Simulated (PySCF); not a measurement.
## C₆ coefficients of unlike pairs at wB97X

Calculated with PySCF 2.14 from the dipole response of each species, C₆(A,B) = (3/π) ∫ α_A(iu) α_B(iu) du, in atomic units, from isotropic polarisabilities. For ions this is the dispersion term alone; charge-induced terms of lower order in 1/R come first.

| species | configuration | basis | relativity | α (bohr³) | C₆ (like pair) |
| --- | --- | --- | --- | --- | --- |
| Xe³⁺ | [Kr] 4d10 5s2 5p3 (4S) | aug-cc-pwCVDZ-PP with ECP28MDF (6s5p4d1f) | core potential | 9.439 | 54.57 |
| Co²⁺ | [Ar] 3d7 (4F) | x2c-TZVPPall with one added diffuse shell each of s, p, d, f type (7s6p5d3f1g) | spin-free X2C | 3.613 | 10.22 |
| Ga²⁺ | [Ar] 3d10 4s1 (2S) | x2c-TZVPPall with one added diffuse shell each of s, p, d type (7s6p5d1f) | spin-free X2C | 9.770 | 27.87 |

Estimate C₆ for Ga²⁺ with Co²⁺.

The integral gives 15.19. The combination rule 2 C_A C_B / (C_A α_B/α_A + C_B α_A/α_B) gives 15.01 and the geometric mean 16.87.

No spin-orbit coupling is included.

The other pairs:

```csv
pair,C₆
"Co²⁺, Xe³⁺",23.23
"Ga²⁺, Xe³⁺",37.13
```
